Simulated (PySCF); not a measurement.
r2SCANh on Ag⁻ (silver, charge -1), [Kr] 4d10 5s2, closed-shell 1S. Calculation: PySCF 2.14, in x2c-QZVPPall with one added diffuse shell each of s, p, d, f, g type (14s9p8d5f3g, 143 functions); the spin-free X2C one-electron Hamiltonian (Gaussian nucleus).

```
cycle= 1 E= -5315.49342682645  delta_E= -0.0211  |g|= 0.06  |ddm|= 0.443
cycle= 2 E= -5315.49312330576  delta_E= 0.000304  |g|= 0.0705  |ddm|= 0.0541
cycle= 3 E= -5315.49379469208  delta_E= -0.000671  |g|= 0.0185  |ddm|= 0.0396
cycle= 4 E= -5315.49389288275  delta_E= -9.82e-05  |g|= 0.00315  |ddm|= 0.0176
cycle= 5 E= -5315.49389655221  delta_E= -3.67e-06  |g|= 0.000113  |ddm|= 0.00555
cycle= 6 E= -5315.49389656672  delta_E= -1.45e-08  |g|= 4.24e-05  |ddm|= 0.00182
cycle= 7 E= -5315.49389656794  delta_E= -1.22e-09  |g|= 4.68e-06  |ddm|= 0.000357
cycle= 8 E= -5315.49389656797  delta_E= -3.82e-11  |g|= 4.97e-07  |ddm|= 0.000129
converged SCF energy = -5315.49389656797  <S^2> = 0  2S+1 = 1
```

Highest occupied orbital energy: 0.619 eV; ⟨L²⟩ = 0.00; populations by l: s 10.00, p 18.00, d 20.00, f 0.00.

(1) Can this result be used?

## Answers

(1) With care. The calculation finished and met its thresholds. At r2SCANh the highest occupied level has a positive energy, so only the finite basis holds that electron; in a semilocal or global hybrid functional this comes from self-interaction and does not mean that the real anion is unbound.
